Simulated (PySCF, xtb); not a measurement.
C₂H₅Cd, SMILES C[CH2][Cd+], charge +1.

Harmonic wavenumbers (cm⁻¹) from GFN2-xTB run with xtb at its own minimum, in rising order: 208, 268, 382, 681, 893, 932, 1054, 1088, 1170, 1344, 1369, 1407, 1423, 2883, 2905, 2943, 2966, 2974.

Task: What does B3LYP-D3(BJ)/def2-TZVP (PySCF) give at its own minimum? (An estimate is asked for; the answer gives what the named calculation found.)

Result: 177, 251, 315, 703, 895, 905, 1040, 1136, 1233, 1389, 1438, 1470, 1496, 2956, 3093, 3110, 3146, 3195. Paired by order, the mean absolute difference is 76 cm⁻¹ and the zero-point energies are 38.4 and 40.0 kcal/mol.
